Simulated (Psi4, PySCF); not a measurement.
CBF2NO (SMILES O=C=NB(F)F), singlet, geometry from GFN2-xTB. Base run: PySCF with HF/6-31G, TDA.

Input for PySCF:
```python
from pyscf import gto, scf, tdscf

mol = gto.M(
    atom='''
B     0.49799479   -0.39248736    0.72186990
F     1.77653276   -0.63901127    0.86289394
F    -0.27959904   -0.68553688    1.74045271
N     0.00432106    0.16851257   -0.45668734
C    -0.76105003    0.64115656   -1.24167227
O    -1.42829056    1.10710535   -2.04907807
''',
    basis='6-31g',
    verbose=4,
)

mf = scf.RHF(mol)
mf.kernel()
td = mf.TDA()
td.nstates = 5
td.kernel()
td.analyze()
```

Programs used: Psi4, PySCF; a row that names a program was run with it.

Each row names what was changed in the base input (with any setting that the change needs).

```tsv
change	first excitation (eV)	oscillator strength of the first	second (eV)
base	7.55	0.000	8.16
functional = lc_wpbe	(withheld)	0.000	(withheld)
functional = camb3lyp	(withheld)	0.000	(withheld)
guess vectors = 13 for 5 states	7.55	0.000	8.16
states = triplets	6.74	-	7.18
functional = bhandhlyp	(withheld)	0.000	(withheld)
nstates = 2	7.55	0.000	8.16
code = psi4	7.55	0.000	8.16
functional = wb97x	6.70	0.000	7.53
functional = pbe	6.18	0.000	7.27
basis = def2-SVP	7.94	0.000	8.54
```

Task: Fill in the missing entries.

Result: 
- functional = lc_wpbe, first excitation (eV): 6.64
- functional = lc_wpbe, second (eV): 7.49
- functional = camb3lyp, first excitation (eV): 6.57
- functional = camb3lyp, second (eV): 7.44
- functional = bhandhlyp, first excitation (eV): 6.86
- functional = bhandhlyp, second (eV): 7.65

An iterative solver can miss low states, so a row lists the states that it found.
